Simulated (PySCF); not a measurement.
This PySCF input asks for the NMR shieldings of `C/C=C\P(C)CC(F)(F)F`, C6H10F3P; the geometry comes from GFN2-xTB.

```python
import basis_set_exchange as bse
import numpy as np
from pyscf import gto, dft
from pyscf.prop import nmr

atoms = """
C     2.342363    1.141440    0.525243
C     1.999866    0.202684   -0.573984
C     0.940313   -0.595915   -0.595032
P    -0.270157   -0.706665    0.762069
C    -0.827753   -2.442616    0.452890
C    -1.714277    0.104233   -0.138824
C    -1.538642    1.595691   -0.106777
F    -1.224519    2.047819    1.115877
F    -2.655421    2.255369   -0.475581
F    -0.571155    2.027850   -0.929611
H     2.278104    2.167310    0.163015
H     3.363652    0.973073    0.864820
H     1.656074    1.020060    1.361510
H     2.678790    0.206381   -1.419740
H     0.759791   -1.248420   -1.443093
H    -1.068736   -2.610632   -0.596128
H    -1.700359   -2.656207    1.067307
H    -0.025094   -3.114388    0.750819
H    -2.638049   -0.136529    0.391575
H    -1.789941   -0.219860   -1.179393
"""
names = dict.fromkeys(["C", "P", "F", "H"], "pcSseg-1")
basis = {el: gto.basis.parse(bse.get_basis(n, elements=[el], fmt="nwchem")) for el, n in names.items()}
mol = gto.M(atom=atoms, basis=basis, charge=0, verbose=0)
mf = dft.RKS(mol, xc="PBE0")
mf.grids.level = 2
mf.grids.alignment = dft.numint.BLKSIZE   # the property module wants whole blocks of grid points
mf.conv_tol = 1e-9
mf.kernel()

calc = nmr.RKS(mf)   # GIAO
C = mf.mo_coeff
Co = C[:, mf.mo_occ > 0]
resp = mf.gen_response(singlet=True, hermi=2)
def vind(x):   # induced exchange potential for any number of trial vectors
    d = np.einsum("pi,xij,qj->xpq", C, 2 * x.reshape(-1, C.shape[1], Co.shape[1]), Co, optimize=True)
    return np.einsum("xpq,pi,qj->xij", resp(d - d.transpose(0, 2, 1)), C, Co, optimize=True).ravel()
mo1, _ = nmr.rhf.solve_mo1(calc, with_cphf=vind)
sigma = calc.kernel(mo1)
for i, s in enumerate(sigma):   # ppm
    print("%2d %-2s %9.2f" % (i, mol.atom_pure_symbol(i), np.trace(s) / 3))
```

Problem. What are the results?

Solution. 
```
 0 C     164.63
 1 C      31.09
 2 C      46.98
 3 P     408.50
 4 C     170.91
 5 C     144.00
 6 C      51.54
 7 F     241.77
 8 F     237.80
 9 F     247.86
10 H      29.77
11 H      29.91
12 H      28.62
13 H      24.85
14 H      25.97
15 H      30.60
16 H      30.57
17 H      30.56
18 H      29.55
19 H      29.76
```

These numbers come from an equivalent density-fitted implementation of the same equations, which agrees with the script to about 0.01 ppm for H and up to a few tenths of a ppm for heavy atoms, so last digits may differ.

Size and cost of the density-fitted run: 227 basis functions, 46 s wall time on 1 thread of an Arm Neoverse V1, shared host; peak memory 0.99 GiB.
